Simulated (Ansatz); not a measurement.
System: CH3Si, net charge 1, singlet state. 
Geometry from a B3LYP-D3(BJ)/def2-TZVP (Ansatz, a first-principles code) optimisation:
```
C
H 1 1.1015
H 1 1.1015 2 107.80
H 1 1.1015 2 107.80 3 -116.12
Si 1 1.8103 2 111.09 3 121.94
```
Charge +1, spin multiplicity 1.

Basis-set convergence of Hartree-Fock and MP2 correlation energies (hartree) with Ansatz. Correlated levels leave the core frozen unless marked. No spin-orbit coupling. No relativistic terms.

```
basis       functions       E(HF)  E(corr, MP2)
----------  ---------  ----------  ------------
def2-SVP           47  -328.10685      -0.20302
def2-TZVPP        115  -328.25214      -0.24731
def2-QZVPP        217  -328.26234      -0.26346
```

Extrapolating the two largest sets (X = 3 and 4) as X^-3: E(corr) = (64·(-0.26346) - 27·(-0.24731))/37 = -0.2752 Eh, an estimate of the basis-set limit. The largest set recovers 95.7 % of it, the smallest 73.8 %.
